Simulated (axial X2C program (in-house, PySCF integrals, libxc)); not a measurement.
Nuclear properties of GaTa

Computed with an axial X2C code built on PySCF integrals: two-component X2C with atomic mean-field Coulomb and Gaunt terms, Gaussian nuclei, basis Ta dyall-cv3z, Ga dyall-cv3z with contracted cores.

R = 2.610 Å (near the PBE0 minimum at charge 0 of the determinant lowest at the starting distance; the state shown can have its own minimum elsewhere).

Determinant lowest in the PBE0 search, Ω = 4 (⟨Sz⟩ = 1.97, ⟨Lz⟩ = 2.03 at PBE0), spin on the atoms Ta 1.68, Ga 0.29:

```tsv
level	Eeff magnitude (GV/cm)	Ws magnitude Ta (kHz)	A∥/gI Ta (MHz)	qzz Ta (a.u.)	A∥/gI Ga (MHz)	qzz Ga (a.u.)	μ (D)
PBE0	10.1	3.13	258	-3.11	-31	-1.90	-0.29
HF	87.2	22.3	273	-4.24	-73.5	-2.17	0.89
PBE	1.21	0.872	311	-3.38	-24.8	-1.76	-0.28
PBE50	27.1	7.34	180	-3.12	-38.1	-2.06	-0.15
BP86	0.761	0.765	342	-3.36	-24.2	-1.74	-0.22
```

Determinant 0.09 eV from it at PBE0 and this distance, Ω = 2 (⟨Sz⟩ = 1.97, ⟨Lz⟩ = 0.03 at PBE0), spin on the atoms Ta 1.87, Ga 0.10:

```csv
level,Eeff magnitude (GV/cm),Ws magnitude Ta (kHz),A∥/gI Ta (MHz),qzz Ta (a.u.),A∥/gI Ga (MHz),qzz Ga (a.u.),μ (D)
PBE0,16.4,6.63,880,3.20,-77,-1.47,-0.56
HF,46.7,21,1280,1.26,-91.9,-2.80,-0.95
PBE,8.53,3.05,754,3.01,-93,-1.19,-0.25
PBE50,28.8,12.4,1090,2.94,-65.3,-1.92,-0.95
BP86,7.94,2.78,831,3.07,-90.4,-1.16,-0.18
```

Eeff is the effective electric field on the electron electric dipole moment in this Ω state and Ws the scalar–pseudoscalar constant of the nucleus named (defined with the proton number Z and per Ω); A∥ (defined per Ω) follows by multiplying with gI = μI/(I μN); qzz is the electric field gradient, eQq0 = 234.96 MHz × Q/barn × qzz; μ is positive if the Ga end (last atom) is positive. The operators were transformed with the bare-nucleus X2C matrices; with these basis sets, hyperfine constants and field gradients can be off by tens of per cent, and where levels differ in sign neither size nor sign is settled.

Question: With gI(181Ta) = 0.6773, Q(181Ta) = 3.17 barn, Q(69Ga) = 0.171 barn (g factors from the IAEA table of nuclear moments by Stone; Q from Pyykkö, Mol. Phys. 2018), turn the PBE0 values of the first state into constants in MHz.

Answer: A∥(181Ta) = 258 × 0.6773 = 175 MHz; eQq0(181Ta) = 234.96 × (3.17) × (-3.11) = -2320 MHz; eQq0(69Ga) = 234.96 × (0.171) × (-1.90) = -76.3 MHz.

Each state is one determinant with collinear spin, which with several unpaired electrons need not be a pure state. Unrestricted Hartree–Fock can overshoot spin polarisation at the nuclei. With several open shells hyperfine constants can be off by a factor of several. Where Eeff spreads by more than a factor of two the levels disagree and none is to be relied on. Open-shell Ω = 0 determinants with evenly filled partner blocks cannot be reached by this program, so the Ω shown need not be the lowest component. At HF a later determinant lies lower. States lie within half an eV, so the first need not be the ground state. Further determinants of the search, some of them spin-mixed, are not shown. Where a field gradient or hyperfine factor spreads by more than a factor of two over the levels, a constant derived from it is not to be relied on. PBE0 term energies can be off by some tenths of an eV.
